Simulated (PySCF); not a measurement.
GeFBr, SMILES [F][Ge][Br] (connectivity only; charge and spin as stated), neutral, multiplicity 1.

Geometry optimised at PBE0-D3(BJ)/def2-TZVP.

Computed with PySCF 2.14.0 with TDA-B3LYP/def2-SVPD.

Vertical excitations. Isolated molecule, no solvent. State labels are in the subgroup Cs.

### Question
List the lowest excited states. (An estimate is asked for; the answer gives what the named calculation found.)

### Answer

```csv
state,symmetry,energy (eV),λ (nm),f,main pairs
S1,A",3.98,311,0.009,"HOMO→LUMO 72 %, HOMO−1→LUMO 27 %"
S2,A",4.35,285,0.025,"HOMO−1→LUMO 72 %, HOMO→LUMO 26 %"
S3,A',4.87,255,0.028,HOMO−2→LUMO 89 %
S4,A',6.51,190,0.031,"HOMO−1→LUMO+1 56 %, HOMO→LUMO+1 38 %"
S5,A",6.77,183,0.003,HOMO−2→LUMO+1 95 %
S6,A',6.79,182,0.103,HOMO→LUMO+2 82 %
S7,A',7.02,177,0.142,"HOMO−1→LUMO+2 35 %, HOMO−1→LUMO+1 29 %, HOMO→LUMO+1 17 %, HOMO→LUMO+2 12 %"
S8,A",7.09,175,0.028,"HOMO−3→LUMO 73 %, HOMO−5→LUMO 16 %"
S9,A",7.22,172,0.007,HOMO−2→LUMO+2 92 %
S10,A",7.36,168,0.012,"HOMO−5→LUMO 78 %, HOMO−3→LUMO 16 %"
T1,A",3.01,412,0,HOMO→LUMO 88 %
T2,A",3.97,312,0,HOMO−1→LUMO 89 %
T3,A',4.01,309,0,HOMO−2→LUMO 99 %
T4,A',5.44,228,0,HOMO→LUMO+1 91 %
```
Triplets are in the Tamm–Dancoff approximation.
